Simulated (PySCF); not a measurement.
Ni: electron affinity

Ni⁻ [Ar] 3d9 4s2 (2D) → Ni [Ar] 3d8 4s2 (3F), as a difference of total energies. Calculation: PySCF 2.14, in def2-TZVPPD; the non-relativistic Hamiltonian (point nucleus). Correlated levels: valence: [Ar] frozen. The calculations carry no spin-orbit coupling.

```csv
method,electron affinity (eV)
UHF,-1.892
MP2 (valence),1.261
SCS-MP2 (valence),0.949
CCSD (valence),0.448
CCSD(T) (valence),0.757
```

A first-order spin-orbit estimate (lowest level to lowest level, LS coupling) adds -0.048 eV.

These non-relativistic numbers lack the scalar-relativistic shift.

Errors of the correlated levels include the incompleteness of this basis and the frozen core.

A negative affinity means that the anion lies above the atom at that level of theory.

The coupled-cluster amplitudes are large for Ni⁻ (T1 above 0.03 or a double amplitude above 0.15), so a single reference is strained.

For comparison: 1.157 eV (measured; photodetachment measurements, as compiled on the Wikipedia data page of electron affinities).
